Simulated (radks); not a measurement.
Results of a calculation; reference values are marked as such.
How relativity changes the ionisation of the aluminium ion Al+ ([Ne] 3s2) to Al2+ ([Ne] 3s1). Spin-unpolarised spherical Kohn-Sham, PBE, point nucleus unless stated (finite: rms radius 3.061 fm), a radial shooting solver on a logarithmic mesh with Libxc functionals. A level marked "c x" has the speed of light scaled by that factor.

level                        E(Al+) (hartree)  E(Al2+) (hartree)  IE (eV)   HOMO  <r> HOMO (bohr)
non-rel.                           -242.01288         -241.30759   19.192     3s            2.381
scalar-rel.                        -242.47297         -241.76644   19.225     3s            2.377
scalar-rel., finite nucleus        -242.47283         -241.76631   19.225     3s            2.377
Dirac                              -242.47319         -241.76667   19.225  3s1/2            2.377
Dirac, finite nucleus              -242.47305         -241.76653   19.225  3s1/2            2.377
Dirac, c x 0.85                    -242.65108         -241.94409   19.238  3s1/2            2.375
Dirac, c x 1.25                    -242.30700         -241.60093   19.213  3s1/2            2.378
Dirac, c x 100                     -242.01292         -241.30763   19.192  3s1/2            2.381

NIST Atomic Spectra Database: 18.829 eV (measured). The relativistic part of the total energy of Al+ is -0.4602 hartree (Dirac, finite nucleus), 0.19 % of the non-relativistic value. Spin polarisation and multiplet splitting of open shells are left out at every level.

Beside tabulated values, note that spin-unpolarised runs miss the spin-polarisation part of the exchange energy of open shells.
